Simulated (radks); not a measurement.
Values are calculated unless marked as measured or tabulated.
Radial electron density D(r) = 4 pi r^2 rho(r) of an atom or ion with 55 electrons. Level of theory: scalar-relativistic Kohn-Sham, LB94 model potential, spin-polarised, spherical densities, finite nucleus; Fermi nuclear charge, rms radius of each element as measured or else 0.836 A^(1/3) + 0.57 fm (a radial shooting solver on a logarithmic mesh with Libxc functionals).

| r (bohr) | D(r) (e/bohr) | spin D(r) |
|---|---|---|
| 0.001216 | 3.372 | 0.000232 |
| 0.001416 | 4.352 | 0.000299 |
| 0.001648 | 5.595 | 0.000383 |
| 0.001918 | 7.164 | 0.000489 |
| 0.002233 | 9.126 | 0.000621 |
| 0.0026 | 11.56 | 0.000783 |
| 0.003027 | 14.54 | 0.000980 |
| 0.003524 | 18.15 | 0.00122 |
| 0.004102 | 22.44 | 0.00149 |
| 0.004775 | 27.46 | 0.00180 |
| 0.005559 | 33.19 | 0.00215 |
| 0.006472 | 39.55 | 0.00252 |
| 0.007534 | 46.36 | 0.00288 |
| 0.008771 | 53.32 | 0.00321 |
| 0.01021 | 60.00 | 0.00346 |
| 0.01189 | 65.88 | 0.00358 |
| 0.01384 | 70.38 | 0.00352 |
| 0.01611 | 72.98 | 0.00326 |
| 0.01876 | 73.40 | 0.00282 |
| 0.02183 | 71.77 | 0.00227 |
| 0.02542 | 68.79 | 0.00182 |
| 0.02959 | 65.76 | 0.00175 |
| 0.03445 | 64.37 | 0.00238 |
| 0.0401 | 66.15 | 0.00396 |
| 0.04669 | 71.78 | 0.00645 |
| 0.05435 | 80.40 | 0.00930 |
| 0.06327 | 89.43 | 0.0114 |
| 0.07366 | 95.27 | 0.0115 |
| 0.08575 | 94.98 | 0.00890 |
| 0.09983 | 88.23 | 0.00438 |
| 0.1162 | 78.29 | 0.000955 |
| 0.1353 | 70.79 | 0.00248 |
| 0.1575 | 70.10 | 0.0106 |
| 0.1834 | 75.68 | 0.0217 |
| 0.2135 | 81.34 | 0.0273 |
| 0.2485 | 79.37 | 0.0209 |
| 0.2893 | 66.78 | 0.00662 |
| 0.3368 | 48.45 | -0.0000841 |
| 0.3921 | 33.65 | 0.0143 |
| 0.4565 | 28.29 | 0.0431 |
| 0.5314 | 30.39 | 0.0595 |
| 0.6186 | 32.90 | 0.0438 |
| 0.7202 | 30.58 | 0.0109 |
| 0.8384 | 23.71 | 0.00317 |
| 0.976 | 16.09 | 0.0456 |
| 1.136 | 10.84 | 0.111 |
| 1.323 | 8.301 | 0.144 |
| 1.54 | 7.043 | 0.112 |
| 1.793 | 5.768 | 0.0485 |
| 2.087 | 4.168 | 0.0208 |
| 2.43 | 2.602 | 0.0756 |
| 2.828 | 1.456 | 0.191 |
| 3.293 | 0.8024 | 0.292 |
| 3.833 | 0.4804 | 0.318 |
| 4.463 | 0.3038 | 0.264 |
| 5.195 | 0.1780 | 0.171 |
| 6.048 | 0.08594 | 0.0850 |
| 7.041 | 0.03173 | 0.0317 |
| 8.197 | 0.008483 | 0.00848 |
| 9.542 | 0.001565 | 0.00157 |
| 11.11 | 0.0001894 | 0.000189 |

What is the nuclear charge?

Answer. Z = 56. The innermost maximum, from 1s, lies near gamma/Z bohr with gamma = sqrt(1 - (Z/c)^2) = 0.913, here 0.0163 bohr (found: 0.0179), and its height grows with Z. The density is that of the barium ion Ba+ in [Xe] 6s1; the configuration itself is not fixed sharply by these data, and Z only to a few units. D(r) has 4 maxima, at r = 0.0179, 0.0792, 0.224, 0.629 bohr, and minima at 0.0344, 0.148, 0.464 bohr, inside which lie 1.97, 11.19, 29.08 electrons.
